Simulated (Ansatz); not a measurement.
FH$_{5}$O$_{5}$W (`[OH][W]([OH])([OH])([OH])([OH])[F]`). Total charge 0; spin multiplicity 1. W takes the def2 core potential.

Cartesian coordinates in Å:
```
O -0.506 1.311 -1.471
W 0.008 0.022 -0.191
O 1.127 -0.805 -1.456
O -1.523 -0.982 -0.524
O -0.957 0.505 1.408
O 1.018 -1.197 0.921
F 1.162 1.418 0.392
H 0.029 2.080 -1.682
H 1.726 -1.495 -1.150
H -2.356 -0.866 -0.060
H -0.536 1.173 1.956
H 0.809 -1.166 1.858
```

Problem. What are the harmonic wavenumbers in cm⁻¹ at PBE0-D4/def2-TZVP (Ansatz, finite differences of forces, unscaled)? (Best estimate.)

Solution. Computed: 98, 134, 160, 221, 226, 240, 297, 318, 358, 381, 427, 462, 502, 569, 572, 609, 621, 643, 658, 690, 745, 764, 768, 779, 829, 3856, 3875, 3889, 3895, 3899.

Problem. Is this a minimum?

Solution. Yes, all 30 modes are real.

Problem. Give the ideal-gas thermochemistry at 298.15 K and 1 bar (rigid rotor, harmonic oscillator; point group C1, symmetry number 1).

Solution. Zero-point energy 188.3 kJ/mol; H(298) − E = 217.5 kJ/mol; entropy 405.5 J/(mol·K), of which translation 179.5, rotation 117.8, vibration 108.2; G(298) − E = 96.6 kJ/mol. Modes under 100 cm⁻¹ are hindered rotations or soft bends, so the harmonic entropy is rough.

Problem. And at 400, 500, 600, 800 and 1000 K?

Solution. 
| T (K) | H − E (kJ/mol) | S (J/mol/K) | G − E (kJ/mol) |
| --- | --- | --- | --- |
| 400 | 235.8 | 458.3 | 52.5 |
| 500 | 255.9 | 502.9 | 4.4 |
| 600 | 277.1 | 541.6 | -47.9 |
| 800 | 321.6 | 605.6 | -162.8 |
| 1000 | 368.1 | 657.4 | -289.3 |
